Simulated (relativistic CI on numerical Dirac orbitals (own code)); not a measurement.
# Sensitivity of the levels of Bi⁴⁶⁺ to α and to the nuclear radius

Calculated at this level of theory: Dirac-Coulomb-Breit CI, orbitals from a KLI potential per configuration, derivatives by finite differences, unscaled Slater integrals, QED left out (own radial code, finite nucleus).

Configuration list (outside the closed core [Ar] 3d10): 4s²4p⁶4d, 4s²4p⁶4f, 4s²4p⁵4d², 4s4p⁶4d², 4s²4p⁵4d4f, 4s4p⁶4d4f. Double excitations out of closed p, d and f shells are left out; levels of such configurations are missing from the list, as are those of other unlisted configurations, and high levels can miss mixing partners.

With x = (α/α₀)² − 1 an excitation energy changes as ω = ω₀ + qx; K = 2q/ω₀ is the relative enhancement. Terms are leading LS components, so labels can repeat. The field-shift factor is F = δν/δ⟨r²⟩ for the transition from the lowest level.

Lowest level 4s²4p⁶4d ²D3/2.

| Level | ω₀ (cm⁻¹) | q (cm⁻¹) | F (GHz/fm²) |
| --- | --- | --- | --- |
| 4s²4p⁶4d ²D5/2 | 285591 | 292400 | 12.6 |
| 4s²4p⁵4d² ⁴D°3/2 | 1500361 | 84620 | 21.8 |
| 4s²4p⁵4d² ⁴D°1/2 | 1508396 | 102300 | 23.3 |
| 4s²4p⁵4d² ⁴F°5/2 | 1534540 | 89330 | 21.5 |
| 4s²4p⁵4d² ²G°7/2 | 1548871 | 82500 | 19.5 |
| 4s²4p⁵4d² ²P°3/2 | 1627352 | 98350 | 22.3 |
| 4s²4p⁵4d² ⁴D°5/2 | 1757945 | 371700 | 33.3 |
| 4s²4p⁵4d² ⁴G°9/2 | 1786933 | 372300 | 30.9 |
| 4s²4p⁵4d² ⁴F°7/2 | 1793038 | 378000 | 32.8 |
| 4s²4p⁵4d² ⁴D°3/2 | 1813683 | 379700 | 34.5 |
| 4s²4p⁵4d² ⁴P°5/2 | 1818299 | 377800 | 34 |
| 4s²4p⁵4d² ²H°11/2 | 1829626 | 376100 | 31 |
| 4s²4p⁵4d² ²G°7/2 | 1837492 | 372100 | 34 |
| 4s²4p⁵4d² ⁴P°1/2 | 1858373 | 376100 | 34.2 |
| 4s²4p⁵4d² ²F°7/2 | 1882226 | 377600 | 35.5 |
| 4s²4p⁵4d² ⁴D°5/2 | 1887005 | 374900 | 34.7 |
| 4s²4p⁵4d² ⁴S°3/2 | 1899709 | 378000 | 35.6 |
| 4s²4p⁵4d² ²G°9/2 | 1908038 | 377900 | 35.1 |
| 4s²4p⁵4d² ²F°5/2 | 1950448 | 354000 | 39.8 |
| 4s²4p⁵4d² ²D°3/2 | 2017831 | 420300 | 18.3 |
| 4s²4p⁵4d² ⁴G°11/2 | 2072806 | 656000 | 42.7 |
| 4s²4p⁵4d² ²P°1/2 | 2085941 | 410400 | 25.8 |
| 4s²4p⁵4d² ²F°7/2 | 2088256 | 590500 | 45.3 |

At this charge energies of transitions that change n are usually good to better than 1 %, and those within a shell (Δn = 0) to a few per cent.

Q: Which transition from the lowest level has the largest |K|?

A: 4s²4p⁶4d ²D5/2 at 285591 cm⁻¹, K = 2.05.
